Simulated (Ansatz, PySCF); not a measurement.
Os(CO) (COOs), SMILES [O+]#[C-]->[Os] (connectivity only; charge and spin as stated), neutral, multiplicity 3. Atoms are numbered in the order given.

```xyz
3

Os     0.0000     0.0000    -0.3538
O      0.0000     0.0000     2.5926
C      0.0000     0.0000     1.4349
```
Charge 0, spin multiplicity 3.

The structure is a stationary point at B3LYP-D3(BJ)/def2-TZVP. The spin state was assumed, not searched. The def2 effective core potentials stand for the cores of Os; spin–orbit coupling is left out.

Two levels are set side by side: PBE-D3(BJ)/def2-TZVP (Ansatz, a program for electronic structure) and B3LYP-D3(BJ)/def2-TZVP (Ansatz). Each level has its own optimised geometry; the coordinates shown are those of the second. Frequencies come from the Hessian of PySCF at each geometry. Differences are taken from unrounded values.

```
quantity                            B3LYP-D3(BJ)
----------------------------------  ------------
mean bond length (Å)                       1.473
bond Os1–C3 (Å)                            1.789
bond O2–C3 (Å)                             1.158
highest harmonic wavenumber (cm⁻¹)          2036
mean harmonic wavenumber (cm⁻¹)              886
zero-point energy (kcal/mol)                5.07
```

Q: What does PBE-D3(BJ) give, and how far is it from B3LYP-D3(BJ)? (The exact figures need the calculation; the answer reports its results.)

A: 
| quantity | PBE-D3(BJ) | PBE-D3(BJ) minus B3LYP-D3(BJ) |
|---|---|---|
| mean bond length (Å) | 1.475 | 0.002 |
| bond Os1–C3 (Å) | 1.777 | -0.012 |
| bond O2–C3 (Å) | 1.173 | 0.015 |
| highest harmonic wavenumber (cm⁻¹) | 1978 | -58 |
| mean harmonic wavenumber (cm⁻¹) | 871 | -15 |
| zero-point energy (kcal/mol) | 4.98 | -0.09 |
